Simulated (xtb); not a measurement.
C2H6, charge +1, doublet, geometry from GFN2-xTB (a state made from the parent by changing its charge; the spin is typed, not shown lowest); GFN2-xTB (xtb).

The xtb input:
```
$ xtb mol.xyz --gfn 2 --chrg 1 --uhf 1 --acc 0.1 --json

# file mol.xyz
8

C     -0.71874859     0.13634016    -0.02510292
C      0.71874859    -0.13634016     0.02510292
H     -1.25610398    -0.58656361    -0.67710659
H     -0.97235396     1.16105611    -0.29217710
H     -1.23187435    -0.16588763     0.91394436
H      0.97235396    -1.16105611     0.29217710
H      1.25610398     0.58656361     0.67710659
H      1.23187435     0.16588763    -0.91394436
```

The log (banner, timings and long lists left out):

```
   ID    Z sym.   atoms
    1    6 C      1, 2
    2    1 H      3-8

           -------------------------------------------------
          |                Calculation Setup                |
           -------------------------------------------------

           -------------------------------------------------
          |                 G F N 2 - x T B                 |
           -------------------------------------------------

          ...................................................
          :                      SETUP                      :
          :.................................................:
          :  # basis functions                  14          :
          :  # atomic orbitals                  14          :
          :  # shells                           10          :
          :  # electrons                        13          :
          :  max. iterations                   250          :
          :  Hamiltonian                  GFN2-xTB          :
          :  restarted?                      false          :
          :  GBSA solvation                  false          :
          :  PC potential                    false          :
          :  electronic temp.          300.0000000     K    :
          :  accuracy                    0.1000000          :
          :  -> integral cutoff          0.3500000E+02      :
          :  -> integral neglect         0.1000000E-08      :
          :  -> SCF convergence          0.1000000E-06 Eh   :
          :  -> wf. convergence          0.1000000E-04 e    :
          :  Broyden damping             0.4000000          :
          :  net charge                          1          :
          :  unpaired electrons                  1          :
          ...................................................

 iter      E             dE          RMSdq      gap      omega  full diag
   1     -6.8933238 -0.689332E+01  0.239E+00   14.47       0.0  T
   2     -6.8953089 -0.198510E-02  0.144E+00   14.35       1.0  T
   3     -6.8956917 -0.382783E-03  0.224E-01   14.15       1.0  T
   4     -6.8956966 -0.496373E-05  0.109E-01   14.14       1.0  T
   5     -6.8956981 -0.149218E-05  0.117E-02   14.15       3.0  T
   6     -6.8956982 -0.527371E-07  0.116E-03   14.15      30.4  T
   7     -6.8956982 -0.287743E-08  0.486E-04   14.15      72.8  T
   8     -6.8956982 -0.530598E-11  0.156E-05   14.15    2270.6  T
   9     -6.8956982 -0.364153E-12  0.117E-06   14.15   30216.7  T

   *** convergence criteria satisfied after 9 iterations ***

         :::::::::::::::::::::::::::::::::::::::::::::::::::::
         ::                     SUMMARY                     ::
         :::::::::::::::::::::::::::::::::::::::::::::::::::::
         :: total energy              -6.783302400235 Eh    ::
         :: gradient norm              0.000058909872 Eh/a0 ::
         :: HOMO-LUMO gap             14.145836265684 eV    ::
         ::.................................................::
         :: SCC energy                -6.895698015843 Eh    ::
         :: -> isotropic ES            0.113944902619 Eh    ::
         :: -> anisotropic ES         -0.017552096670 Eh    ::
         :: -> anisotropic XC          0.007949742498 Eh    ::
         :: -> dispersion             -0.001283154021 Eh    ::
         :: repulsion energy           0.112395615607 Eh    ::
         :: add. restraining           0.000000000000 Eh    ::
         :: total charge               1.000000000000 e     ::
         :::::::::::::::::::::::::::::::::::::::::::::::::::::

           -------------------------------------------------
          |                Property Printout                |
           -------------------------------------------------

    * Orbital Energies and Occupations

         #    Occupation            Energy/Eh            Energy/eV
      -------------------------------------------------------------
         1        2.0000           -0.8773432             -23.8737
         2        2.0000           -0.8205811             -22.3291
         3        2.0000           -0.7567463             -20.5921
         4        2.0000           -0.7483663             -20.3641
         5        2.0000           -0.7324459             -19.9309
         6        1.9997           -0.6845914             -18.6287
         7        1.0003           -0.6693962             -18.2152 (HOMO)
         8                         -0.1495463              -4.0694 (LUMO)
         9                         -0.0924758              -2.5164
        10                         -0.0739818              -2.0131
        11                         -0.0723212              -1.9680
        12                         -0.0414318              -1.1274
        13                         -0.0080821              -0.2199
        14                          0.0796658               2.1678
      -------------------------------------------------------------
                  HL-Gap            0.5198499 Eh           14.1458 eV
             Fermi-level           -0.5432325 Eh          -14.7821 eV

     #   Z          covCN         q      C6AA      α(0)
     1   6 C        3.746    -0.107    22.608     6.782
     2   6 C        3.746    -0.107    22.608     6.782
     3   1 H        0.921     0.231     0.953     1.527
     4   1 H        0.925     0.144     1.434     1.872
     5   1 H        0.921     0.231     0.953     1.527
     6   1 H        0.925     0.144     1.434     1.872
     7   1 H        0.921     0.231     0.953     1.527
     8   1 H        0.921     0.231     0.953     1.527

 Mol. C6AA /au·bohr⁶  :        249.189218
 Mol. C8AA /au·bohr⁸  :       5321.592522
 Mol. α(0) /au        :         23.416845

Wiberg/Mayer (AO) data.
largest (>0.10) Wiberg bond orders for each atom

 ---------------------------------------------------------------------------
     #   Z sym  total        # sym  WBO       # sym  WBO       # sym  WBO
 ---------------------------------------------------------------------------
     1   6 C    3.907 --     2 C    1.257     4 H    0.965     3 H    0.787
                             5 H    0.787
     2   6 C    3.907 --     1 C    1.257     6 H    0.965     7 H    0.787
                             8 H    0.787
     3   1 H    0.931 --     1 C    0.787
     4   1 H    0.979 --     1 C    0.965
     5   1 H    0.931 --     1 C    0.787
     6   1 H    0.979 --     2 C    0.965
     7   1 H    0.931 --     2 C    0.787
     8   1 H    0.931 --     2 C    0.787
 ---------------------------------------------------------------------------

Topologies differ in total number of bonds
Writing topology from bond orders to xtbtopo.mol

molecular dipole:
                 x           y           z       tot (Debye)
 q only:        0.000       0.000      -0.000
   full:        0.000       0.000      -0.000       0.000
molecular quadrupole (traceless):
                xx          xy          yy          xz          yz          zz
 q only:        3.588       0.704      -1.974      -0.265       0.090      -1.614
  q+dip:        3.197       1.161      -1.732      -0.378       0.055      -1.465
   full:        3.244       1.070      -2.033      -0.350       0.215      -1.210

           -------------------------------------------------
          | TOTAL ENERGY               -6.783302400235 Eh   |
          | GRADIENT NORM               0.000058909872 Eh/α |
          | HOMO-LUMO GAP              14.145836265684 eV   |
           -------------------------------------------------

normal termination of xtb
```
